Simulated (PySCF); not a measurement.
Cl2GeH4OSi, SMILES Cl[SiH]([O][GeH3])Cl. Atoms are numbered in the order given.

```xyz
9

Si     1.0375     0.1627    -0.7622
Cl     0.8869     2.1123    -0.0885
Cl     2.2125    -0.8685     0.5850
O     -0.4464    -0.5036    -0.8496
Ge    -1.8372    -0.5565     0.2943
H      1.6848     0.1461    -2.0861
H     -2.7682     0.5982    -0.0854
H     -2.4835    -1.9227     0.0628
H     -1.2868    -0.4072     1.7177
```
Charge 0, spin multiplicity 1.

Coordinates come from a r2SCAN-D4/def2-SVP optimisation. The structure was generated by enumeration, and PubChem lists no compound with its InChIKey, so it may never have been made. One conformer was computed; it need not be the lowest.

Method: PBE/pcSseg-1 in PySCF.

GIAO shieldings, no solvent; atoms alike by connectivity are averaged. δ = σ(ref) − σ: ²⁹Si against TMS (σ = 335.4 ppm); ³⁵Cl against HCl (σ = 936.5 ppm); ¹⁷O against H2O (σ = 334.3 ppm); ⁷³Ge against GeH4 (σ = 1614.4 ppm); ¹H against TMS (σ = 31.49 ppm), references at their B3LYP-D3(BJ)/def2-TZVP geometries, non-relativistic (without spin–orbit terms, shifts of atoms bonded to Cl or Br come out too high).

| nucleus | atoms | count | δ (ppm) |
|---|---|---|---|
| ²⁹Si | Si1 | 1 | -11.0 |
| ³⁵Cl | Cl2, Cl3 | 2 | 148.3 |
| ¹⁷O | O4 | 1 | 85.8 |
| ⁷³Ge | Ge5 | 1 | 261.7 |
| ¹H | H6 | 1 | 6.20 |
| ¹H | H7, H8, H9 | 3 | 5.67 |
